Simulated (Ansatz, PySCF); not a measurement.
Reaction (SMILES): [SnH3] (SnH3) -> [SnH3-] (an electron is taken up)
Geometries: B3LYP-D3(BJ)/def2-TZVP minima from Ansatz (a program for electronic structure).

Quantity: adiabatic electron affinity (0 K, with B3LYP-D3(BJ) harmonic zero-point energies from PySCF), positive where the reaction releases energy, in eV. Cores are frozen in the correlated levels unless marked. UHF or UKS for open shells. Spin-orbit coupling is left out. The frozen core is the preceding noble-gas configuration, with the filled d and f shells of earlier blocks. In def2 rows, elements after Kr have scalar-relativistic effective core potentials. Anions need diffuse functions: def2-D sets add few; the other sets have none. CBS marks a two-point X^-3 extrapolation of the correlation energy; Hartree-Fock from the larger set.

```csv
level,program,adiabatic electron affinity (eV)
r2SCAN-D3(BJ)/def2-TZVPD,Ansatz + dftd3,1.82
PW6B95/def2-TZVPD,PySCF,1.88
B2PLYP-D4/def2-TZVPD,Ansatz + dftd4,1.81
MP2/def2-TZVPPD,Ansatz,1.60
"MP2/CBS(def2-TZVPPD,def2-QZVPPD)",Ansatz,1.70
CCSD(T)/def2-SVP,Ansatz,1.37
```
